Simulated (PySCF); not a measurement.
Al(OH)(OEt)2, C4H11AlO3, SMILES CC[O][Al]([OH])[O]CC (GFN2-xTB optimised geometry):

```
19

Al    -0.840     0.811     0.000
O     -1.731     2.213     0.000
H     -2.657     2.413     0.000
O     -1.670    -0.628     0.001
C     -1.601    -2.022    -0.001
C     -0.169    -2.533    -0.028
H     -2.112    -2.391     0.898
H     -2.145    -2.388    -0.883
H      0.363    -2.158     0.843
H     -0.150    -3.620    -0.028
H      0.330    -2.159    -0.919
O      0.821     0.811     0.000
C      1.997     1.565     0.000
C      1.725     3.061     0.001
H      2.579     1.291     0.890
H      2.578     1.292    -0.891
H      1.144     3.322     0.883
H      2.657     3.620    -0.001
H      1.141     3.322    -0.879
```

Calculation: CAM-B3LYP/def2-SVP in PySCF 2.14.0.

Q: What are the frontier orbital energies and the dipole moment?

A: HOMO-2 -9.33 eV, HOMO-1 -9.10 eV, HOMO -8.94 eV, LUMO 1.20 eV, LUMO+1 2.32 eV; dipole moment 0.14 D.

On the same geometry PBE/def2-SVP (PySCF) gives HOMO-2 -6.28 eV, HOMO-1 -6.08 eV, HOMO -5.95 eV, LUMO -0.56 eV, LUMO+1 0.59 eV; dipole moment 0.17 D.

Meta-Löwdin charges at CAM-B3LYP/def2-SVP: Al1 1.16, O2 -0.73, H3 0.33, O4 -0.62, C5 0.07, C6 -0.29, H7 0.08, H8 0.08, H9 0.10, H10 0.09, H11 0.10, O12 -0.62, C13 0.07, C14 -0.29, H15 0.08, H16 0.08, H17 0.10, H18 0.10, H19 0.10.
